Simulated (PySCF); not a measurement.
[(E)-2-silylethenyl]silane (C2H8Si2), SMILES [SiH3]/C=C/[SiH3]. Atoms are numbered in the order given.

```xyz
12

Si     0.0351     2.3181     0.0000
C     -0.4434     0.5058     0.0000
C      0.4434    -0.5058     0.0000
Si    -0.0351    -2.3181     0.0000
H      1.5251     2.4284     0.0000
H     -0.5154     3.0092    -1.2073
H     -0.5154     3.0092     1.2073
H     -1.5159     0.2599     0.0000
H      1.5159    -0.2599     0.0000
H      0.5154    -3.0092     1.2073
H      0.5154    -3.0092    -1.2073
H     -1.5251    -2.4284     0.0000
```

The structure is a stationary point at PBE0-D3(BJ)/def2-SVP.

Computed with PySCF with B3LYP/def2-TZVP.

Symmetry labels are those of the subgroup C2h that the program uses (full group C2h).

Computed valence orbital energies around the gap with their symmetry:
```json
[
 {"orbital": "HOMO−7", "symmetry": "Ag", "energy (eV)": "-11.42"},
 {"orbital": "HOMO−6", "symmetry": "Bu", "energy (eV)": "-11.06"},
 {"orbital": "HOMO−5", "symmetry": "Au", "energy (eV)": "-9.88"},
 {"orbital": "HOMO−4", "symmetry": "Bg", "energy (eV)": "-9.59"},
 {"orbital": "HOMO−3", "symmetry": "Ag", "energy (eV)": "-9.53"},
 {"orbital": "HOMO−2", "symmetry": "Bu", "energy (eV)": "-9.43"},
 {"orbital": "HOMO−1", "symmetry": "Ag", "energy (eV)": "-8.25"},
 {"orbital": "HOMO", "symmetry": "Au", "energy (eV)": "-7.81"},
 {"orbital": "LUMO", "symmetry": "Bg", "energy (eV)": "-1.21"},
 {"orbital": "LUMO+1", "symmetry": "Ag", "energy (eV)": "0.37"},
 {"orbital": "LUMO+2", "symmetry": "Bu", "energy (eV)": "0.60"},
 {"orbital": "LUMO+3", "symmetry": "Ag", "energy (eV)": "1.15"}
]
```
